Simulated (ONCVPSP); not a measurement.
**Reading a pseudo-wave (F (Z = 9))**

Columns: radius, all-electron u(r) and pseudo u(r) of the 2p shell (level -48.88 eV) of fluorine in the configuration [He] 2s2 2p3; PBEsol, non-relativistic, ONCV scheme, ONCVPSP 4.0.1.

```tsv
r (bohr)	all-electron	pseudo
0.050	0.0502	0.0212
0.100	0.1626	0.0826
0.150	0.2990	0.1784
0.200	0.4377	0.2998
0.250	0.5671	0.4362
0.300	0.6809	0.5762
0.350	0.7771	0.7095
0.400	0.8553	0.8270
0.450	0.9162	0.9229
0.500	0.9607	0.9936
0.550	0.9905	1.0389
0.600	1.0074	1.0610
0.650	1.0130	1.0630
0.700	1.0091	1.0500
0.750	0.9974	1.0266
0.800	0.9792	0.9971
0.850	0.9558	0.9646
0.900	0.9283	0.9313
0.950	0.8977	0.8981
1.000	0.8647	0.8647
1.050	0.8302	0.8302
1.100	0.7946	0.7946
1.150	0.7585	0.7585
1.200	0.7223	0.7223
1.250	0.6863	0.6863
1.300	0.6507	0.6507
```

Question: How many radial nodes do the two functions have?

Answer: The all-electron 2p function has n − l − 1 = 0; the pseudo-wave has 0.

Question: At about which radius was the pseudo-wave matched?

Answer: 1.00 bohr, where the columns begin to agree (steps of 0.05 bohr).

Question: Where does each function peak?

Answer: Outermost all-electron maximum near 0.65 bohr, pseudo maximum near 0.65 bohr (to the table’s step).

Question: Is the pseudo-wave norm-conserving?

Answer: Yes: the ONCV scheme keeps the norm inside the radius equal to the all-electron one, which fixes the energy derivative of the logarithmic derivative at the level.
